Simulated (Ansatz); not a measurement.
Computed with Ansatz on PBE0-D4/def2-TZVP structures; ΔE is electronic, products minus reactants. CCSD(T)/CBS adds triple-zeta CCSD(T) − MP2 to the extrapolated MP2 energy (def2 sets, frozen cores). This one scheme is used for every species. DFT in def2-TZVPP. B3LYP here is the variant with VWN-RPA as its local correlation; programs differ in this. HSE06 is defined as in plane-wave codes. For Zn outer-core shells are correlated without core-valence functions, which leaves a few kJ/mol of doubt a bond. Scalar relativity is left out up to krypton. One conformer a species, not always the lowest.

Consider the ligand exchange at a Zn–S bond: `C[CH2][Zn][SH]` + HCl → `C[CH2][Zn][Cl]` + H₂S.

| level | ΔE (kJ/mol) | difference from CCSD(T)/CBS |
| --- | --- | --- |
| LDA (SPW92) | -39.4 | 7.5 |
| PBE-D4 | -41.2 | 5.7 |
| r2SCAN-D4 | -46.2 | 0.7 |
| B3LYP-D4 | -47.9 | -1.0 |
| PBE-QIDH | -46.6 | 0.3 |
| BLYP | -47.3 | -0.4 |
| r2SCAN | -46.5 | 0.4 |
| B3LYP | -49.4 | -2.5 |
| r2SCAN0 | -48.3 | -1.4 |
| HSE06 | -45.4 | 1.5 |
| BHLYP | -54.0 | -7.1 |
| CAM-B3LYP | -50.8 | -3.9 |
| RPA@PBE/def2-TZVPP | -45.4 | 1.5 |
| CCSD/def2-SVP | -51.2 | -4.3 |
| HF/def2-TZVPP | -62.3 | -15.4 |
| MP2/def2-TZVPP | -44.2 | 2.7 |
| CCSD(T)/CBS | -46.9 | 0 |

Largest T1 diagnostic among the species: 0.013.

Leaving LDA and LC-ωPBE aside and taking each functional with its dispersion term where it has one, the values, not all of them listed here, spread over 11.3 kJ/mol, from BHLYP-D4 to PBE-D4. From BLYP to BHLYP (50 % exact exchange), in def2-TZVPP and without D4, ΔE moves by −6.7 kJ/mol. In def2-TZVPP, CCSD(T) changes the Hartree–Fock value by +16.5 kJ/mol (the triples alone add +2.5 kJ/mol) and MP2 by +18.1 kJ/mol.
